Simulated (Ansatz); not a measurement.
Calculated with Ansatz (gas phase, PBE0-D4/def2-TZVP geometries, no zero-point term in ΔE). CCSD(T)/CBS adds triple-zeta CCSD(T) − MP2 to the extrapolated MP2 energy (def2 sets, frozen cores). DFT in def2-TZVPP. B3LYP here is the variant with VWN-RPA as its local correlation; programs differ in this. def2 core potentials past Kr. For Br, In outer-core shells are correlated without core-valence functions, which leaves a few kJ/mol of doubt a bond. Scalar relativity is left out up to krypton. Each species was taken in one conformer, which may not be the lowest.

Consider the redistribution: `[OH][In]([OH])[Br]` + `N[SiH]([SiH3])Cl` → `[OH][In]([OH])[Cl]` + `N[SiH]([SiH3])Br`.

`[OH][In]([OH])[Br]`:

Z-matrix (Å, degrees):
```
In
O 1 1.964
Br 1 2.441 2 120.6
O 1 1.972 2 117.9 3 180.0
H 2 0.962 1 111.4 3 180.0
H 4 0.961 1 112.6 2 -180.0
```

`N[SiH]([SiH3])Cl`:

Z-matrix (Å, degrees):
```
Si
Si 1 2.336
Cl 1 2.083 2 106.1
N 1 1.706 2 109.4 3 124.1
H 1 1.482 2 114.7 3 -115.5
H 2 1.488 1 110.7 3 169.6
H 2 1.486 1 110.2 3 48.5
H 2 1.489 1 108.8 3 -71.0
H 4 1.008 1 120.5 2 -47.4
H 4 1.008 1 120.3 2 166.6
```

`[OH][In]([OH])[Cl]`:

Cartesian coordinates in Å:
```
O 1.911 -0.318 -0.287
In -0.050 -0.284 -0.230
O -0.968 1.061 0.878
Cl -1.264 -1.813 -1.456
H 2.294 0.369 0.266
H -1.924 0.986 0.829
```

`N[SiH]([SiH3])Br`:

```xyz
10

N     0.282    0.827    1.573
Si   -0.255   -0.484    0.621
Si    0.362   -0.158   -1.608
Br   -2.493   -0.766    0.589
H     0.114    1.774    1.270
H     0.259    0.761    2.578
H     0.275   -1.722    1.240
H    -0.221   -1.232   -2.452
H    -0.166    1.160   -2.057
H     1.842   -0.160   -1.755
```

```csv
level,ΔE (eV)
ωB97M-V,0.22
B2PLYP,0.23
r2SCAN,0.22
B3LYP,0.23
SCS-MP2/def2-TZVPP,0.22
CCSD(T)/def2-TZVPP,0.22
HF/def2-QZVPP,0.25
MP2/def2-QZVPP,0.22
```

Problem. What does CCSD(T)/CBS give? (Estimate.)

Solution. Computed: +0.22 eV. The listed levels differ from it by 0.00, 0.01, 0.00, 0.01, 0.00, 0.00, 0.03, 0.00 eV.

Largest T1 diagnostic among the species: 0.016.
